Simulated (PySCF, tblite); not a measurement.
C₅H₄Cl₂O.
Numbering: `[CH2:1]=[CH:2]/[C:3]([Cl:4])=[CH:5]/[C:6](=[O:7])[Cl:8]` (hydrogens: H9, H10 on C1; H11 on C2; H12 on C5)

Structure optimised with GFN2-xTB, isolated species.

Entries marked ? are missing.

| coordinate | value |
| --- | --- |
| C1=C2 | 1.330 Å |
| C2–C3 | 1.449 Å |
| C3–Cl4 | 1.708 Å |
| C3=C5 | ? |
| C5–C6 | ? |
| C6=O7 | ? |
| C6–Cl8 | ? |
| C1–H9 | 1.077 Å |
| C1–H10 | 1.076 Å |
| C2–H11 | 1.081 Å |
| C5–H12 | 1.079 Å |
| C1–C2–C3 | ? |
| C2–C3–Cl4 | 117.6° |
| C2–C3–C5 | 121.4° |
| Cl4–C3–C5 | 121.0° |
| C3–C5–C6 | ? |
| C5–C6–O7 | ? |
| C5–C6–Cl8 | 110.5° |
| O7–C6–Cl8 | 119.1° |

Task: Fill in the missing values.

Result: 
- C3=C5 = 1.355 Å, drawn double (vinylic C–Cl carbon to alkene CH carbon); 0.10 Å below the sum of covalent radii, 1.46 Å.
- C5–C6 = 1.443 Å, drawn single (alkene CH carbon to acyl halide carbon); 0.02 Å below the sum of covalent radii, 1.46 Å.
- C6=O7 = 1.190 Å, drawn double (acyl halide carbon to carbonyl oxygen); 0.20 Å below the sum of covalent radii, 1.39 Å.
- C6–Cl8 = 1.786 Å, drawn single (ends: acyl halide carbon; chlorine bonded to C); 0.04 Å above the sum of covalent radii, 1.75 Å.
- C1–C2–C3 = 125.0°, at the alkene CH carbon; the outer atoms are 2.466 Å apart.
- C3–C5–C6 = 124.4°, at the alkene CH carbon; the outer atoms are 2.476 Å apart.
- C5–C6–O7 = 130.3°, at the acyl halide carbon; the outer atoms are 2.392 Å apart.

Radii are Cordero's, carbon taken as 0.76, 0.73 or 0.69 Å for four, three, and two or fewer neighbours.

Its GFN2-xTB frequencies are all real (lowest 45 cm⁻¹). One conformer, not necessarily the lowest (C1–C2–C3–Cl4 0°, C3–C5–C6–O7 0°). 2 starts were optimised and ended at 0.00 and 2.56 kcal/mol (GFN2-xTB); the lowest of these is shown.

These are computed values.
